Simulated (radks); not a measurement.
Species: the gadolinium ion Gd10+. Configuration: [Kr] 4d10 4f5 5s2 5p1. All-electron calculation, non-relativistic Kohn-Sham, PBE, spin-polarised, spherical densities, point nucleus; open shells are filled with parallel spins first (spin-orbit coupling, left out, can overturn this in heavy ions); relativity is left out, which matters for an element this heavy. Program: a radial shooting solver on a logarithmic mesh with Libxc functionals. Some entries of the table are withheld. Estimate them.

| orbital | occ. | eigenvalue (Ry) | <r> (bohr) | <r^2> (bohr^2) |
|---|---|---|---|---|
| 1s up | 1 | -3472.865 | 0.02370 | 0.0007510 |
| 1s down | 1 | -3472.858 | 0.02370 | 0.0007510 |
| 2s up | 1 | -563.6605 | 0.1009 | 0.01194 |
| 2s down | 1 | -563.6509 | 0.1009 | 0.01194 |
| 2p up | 3 | -536.8758 | 0.08559 | 0.008884 |
| 2p down | 3 | -536.8662 | 0.08558 | 0.008884 |
| 3s up | 1 | -134.2793 | 0.2606 | 0.07737 |
| 3s down | 1 | -134.0560 | 0.2603 | 0.07722 |
| 3p up | 3 | -122.3557 | 0.2503 | 0.07244 |
| 3p down | 3 | -122.1508 | 0.2501 | 0.07229 |
| 3d up | 5 | -100.1291 | 0.2222 | 0.05792 |
| 3d down | 5 | -99.97996 | 0.2219 | 0.05775 |
| 4s up | 1 | -36.40688 | 0.5825 | 0.3821 |
| 4s down | 1 | -36.00269 | 0.5828 | 0.3824 |
| 4p up | 3 | -31.71735 | 0.5945 | 0.4008 |
| 4p down | 3 | -31.31393 | 0.5949 | 0.4013 |
| 4d up | 5 | -23.33855 | 0.6220 | 0.4461 |
| 4d down | 5 | -22.93508 | 0.6227 | 0.4470 |
| 5s up | 1 | -13.59752 | 1.238 | 1.703 |
| 5s down | 1 | -13.29414 | 1.247 | 1.730 |
| 4f up | 5 | -12.94758 | (1) | 0.5836 |
| 4f down | 0 | -12.53874 | (2) | 0.5917 |
| 5p up | 1 | -12.00324 | 1.310 | 1.912 |
| 5p down | 0 | -11.71993 | 1.323 | 1.950 |
| 5d up | 0 | -9.33147 | 1.485 | 2.473 |
| 5d down | 0 | -9.09433 | 1.507 | 2.543 |
| 6s up | 0 | -7.11948 | 2.210 | 5.416 |
| 6s down | 0 | -6.99527 | 2.229 | 5.513 |

Answer. 
(1) 4f up <r> (bohr): 0.6980
(2) 4f down <r> (bohr): 0.7020
